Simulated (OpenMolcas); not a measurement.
## N3+: effect of the IPEA shift

* Program: OpenMolcas 26.06
* Basis: ANO-R2 [4s4p2d1f]
* Scalar Hamiltonian: X2C, finite nucleus
* Active space: 2 electrons in 8 orbitals (2s 2p 3s 3p)
* State averaging: 2S+1 = 3 even, 3 roots; 2S+1 = 1 even, 7 roots; 2S+1 = 3 odd, 3 roots; 2S+1 = 1 odd, 3 roots
* Spin-orbit coupling: RASSI with atomic mean-field integrals over the reference wave functions, term energies averaged over their components

Methods on the same reference wave functions:
A. CASSCF
B. MS-CASPT2, IPEA 0.25 Eh, imaginary shift 0.1 Eh (closed shells correlated: 1s)
C. MS-CASPT2, IPEA 0.5 Eh, imaginary shift 0.1 Eh (closed shells correlated: 1s)

Energies in cm-1 above 2s2 1S0, the measured ground level; measured values from Moore, Selected Tables of Atomic Spectra, NSRDS-NBS 3, section 4.

```tsv
Level	A	B	C	Measured
2s2 1S0	0.0	0.0	0.0	0.0
2s 2p 3P* 0	67977	67484	67497	67209
2s 2p 3P* 1	68045	67552	67565	67272
2s 2p 3P* 2	68182	67688	67702	67416
2s 2p 1P* 1	141509	132912	133019	130694
2p2 3P0	177386	176184	176202	175535
2p2 3P1	177454	176252	176270	175608
2p2 3P2	177588	176386	176404	175733
2p2 1D2	198641	190662	190770	188882
2p2 1S0	244738	237295	237330	235369
```

Deviations, from unrounded energies. A percentage is the sum of absolute deviations over the sum of measured energies, with the sign that they share, or ± where signs differ.

| Against measurement | Levels | A | B | C |
| --- | --- | --- | --- | --- |
| mean absolute deviation (cm-1) | 9 | 4200 | 970 | 1000 |
| other configurations (%) | 9 | +2.9 | +0.7 | +0.7 |

B, C lie about equally close to measurement and A furthest from it. The largest miss of B in the table is 2s 2p 1P* 1, by +2200 cm-1. The ranking rests on the paired levels alone, and a cruder setting can come out closer through cancelling errors.

Between B and C the level of the table that moves most is 2p2 1D2, by 110 cm-1 (lowest in B, highest in C).

The lowest spin-free term lies below A's lowest term by 0.012 hartree in B, 0.012 hartree in C.

Active for correlation alone: 3p 3s; no level in the range computed is led by a configuration that fills them, so any true level of that kind is missing. Computed and measured levels are paired by configuration, term and J; levels that our copy of the source lacks, or whose pairing is in doubt (as where it misses far off the trend of its configuration), stay unpaired and out of the deviations. Levels of configurations outside the active space are missing.

* marks odd parity.
